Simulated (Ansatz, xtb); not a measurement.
## Two structures of BGaH3NSn

Structure X: a singlet given by its coordinates. Structure Y: a singlet given by its coordinates. Both are isolated molecules in the gas phase, relaxed with PBE0-D3(BJ)/def2-SVP.

X (Å):

```yaml
atoms:
  - { symbol: B, position_ang: [0.0896, -2.1944, 1.9149] }
  - { symbol: Ga, position_ang: [3.0097, -1.4349, 1.4813] }
  - { symbol: N, position_ang: [1.0680, -1.3714, 1.3097] }
  - { symbol: Sn, position_ang: [0.6519, 0.1859, 0.0237] }
  - { symbol: H, position_ang: [-1.1025, -2.0296, 1.7085] }
  - { symbol: H, position_ang: [0.4262, -3.0968, 2.6649] }
  - { symbol: H, position_ang: [2.4936, 0.3671, -0.0092] }
```

Close contacts (Å): B1–N3 1.41, Ga2–N3 1.95, Ga2–Sn4 3.21, N3–Sn4 2.06, B1–H5 1.22, B1–H6 1.22, Sn4–H7 1.85.

Y (Å):

```xyz
7

B     0.9741    1.5726    3.3761
Ga    1.8775   -1.4555    3.0889
N     1.1703    0.5439    2.6620
Sn    1.0426   -0.2334    0.5850
H     0.4616   -1.7266    1.5350
H     0.7998    2.5190    4.0672
H     2.6220   -1.0452    1.1472
```

Close contacts (Å): B1–N3 1.27, Ga2–N3 2.16, Ga2–Sn4 2.91, N3–Sn4 2.22, B1–H6 1.18, Ga2–H5 2.12, Ga2–H7 2.12, Sn4–H5 1.86, Sn4–H7 1.86.

Problem. Estimate E(Y) − E(X) at the level CCSD(T)/def2-SVP + ΔMP2/def2-TZVPP.

Solution. Calculated at CCSD(T)/def2-SVP + ΔMP2/def2-TZVPP: E(Y) − E(X) = +8.7 kcal/mol, so structure X lies lower.

The same difference at several levels:

```csv
level,geometry,E(Y) − E(X) (kcal/mol),departure from the last row (kcal/mol),"job, with rough time for the two"
PBE0-D3(BJ)/def2-SVP,PBE0-D3(BJ)/def2-SVP,+7.5,−1.1,"optimisation, 77 s"
HF/def2-SVP,PBE0-D3(BJ)/def2-SVP,+14.5,+5.9,part of the CCSD(T) run
MP2/def2-SVP,PBE0-D3(BJ)/def2-SVP,+10.3,+1.7,part of the CCSD(T) run
CCSD(T)/def2-SVP,PBE0-D3(BJ)/def2-SVP,+10.2,+1.5,single point
CCSD(T)/def2-SVP + ΔMP2/def2-TZVPP,PBE0-D3(BJ)/def2-SVP,+8.7,,"single point, 38 s"
```

The levels shown agree on the order. The largest departure from CCSD(T)/def2-SVP + ΔMP2/def2-TZVPP is that of HF/def2-SVP, 5.9 kcal/mol. Levels run at GFN2-xTB geometries aren't shown. The last row adds to CCSD(T) the change of the MP2 difference between the two basis sets, here −1.5 kcal/mol.

With harmonic frequencies from PBE0-D3(BJ)/def2-SVP (ideal gas, rigid rotor, one conformer each, 400 K, 1 atm): on the last row, ΔE + ΔZPE = +7.2, ΔH = +7.4, ΔG = +7.2 kcal/mol.

The correlated steps freeze 15 core orbitals; the filled d shell of Ga and Sn is correlated, in a basis made for valence electrons. Atoms past krypton carry core potentials in the def2 sets and no spin–orbit term is included. Run with Ansatz 0.2.0; the last row on 1 thread of Intel(R) Xeon(R) 6975P-C (Granite Rapids) on a shared host.
